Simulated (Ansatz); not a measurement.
Reaction (cleavage of the Si–Si bond): `N[SiH](F)[SiH2][SiH3]` + `[CH3][AlH][OH]` → `[CH3][AlH][O][SiH2][SiH3]` + `N[SiH2]F`

Computed with Ansatz on PBE0-D4/def2-TZVP structures; ΔE is electronic, products minus reactants. CCSD(T)/CBS adds triple-zeta CCSD(T) − MP2 to the extrapolated MP2 energy (def2 sets, frozen cores). Functionals use def2-TZVPP. B3LYP here is the variant with VWN-RPA as its local correlation; programs differ in this. One conformer a species, not always the lowest.

(1) Is it downhill or uphill in electronic energy at CCSD(T)/CBS, and by how much? (An estimate is asked.)

(2) What do these levels give: PBE0-D4, B3LYP-D4, ωB97X-V, r2SCAN, SCS-MP2/def2-TZVPP, MP2/CBS(def2)? (Estimate.)

Largest T1 diagnostic among the species: 0.013.

## Answers

(1) Ansatz gave: Downhill: ΔE = -104.2 kJ/mol.

(2) The calculation gave: PBE0-D4 -87.0, B3LYP-D4 -104.5, ωB97X-V -101.9, r2SCAN -96.9, SCS-MP2/def2-TZVPP -116.6, MP2/CBS(def2) -109.8 kJ/mol.

From PBE to PBE0 (25 % exact exchange), in def2-TZVPP and without D4, ΔE moves by −9.5 kJ/mol. In def2-TZVPP, CCSD(T) changes the Hartree–Fock value by +28.9 kJ/mol (the triples alone add +4.1 kJ/mol) and MP2 by +23.3 kJ/mol.
